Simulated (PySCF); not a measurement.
# Worked example: oscillator strength and radiative lifetime

CH3AlBr2O, SMILES C[O][Al]([Br])[Br].

Geometry: PBE0-D3(BJ)/def2-SVP. One conformer was computed; it need not be the lowest.

TDDFT-PBE/def2-SVPD (PySCF) puts the first singlet state with f over 0.02 at 5.51 eV (vertical), with the transition dipole (-0.222, -0.404, 0.000) in atomic units.

Problem. Find the oscillator strength, the wavelength and the radiative lifetime that this transition would have in vacuum if emission retraced absorption.

Solution. 
|μ|² = 0.2125 au, so |μ| = 1.17 D. ΔE = 5.51/27.211 = 0.2025 hartree. f = (2/3) ΔE |μ|² = 0.029 (the program prints 0.029).
λ = 1239.84/5.51 = 225 nm; ν = 44441 cm⁻¹.
Einstein's coefficient A = 0.6670 ν² f s⁻¹ (ν in cm⁻¹) = 3.8e7 s⁻¹, so τ = 1/A = 26 ns. This state is S3; the lower singlets have f = 0.000, 0.006. The figure is the radiative limit of this one transition; relaxation, internal conversion, crossing to triplets and a medium change what is measured.
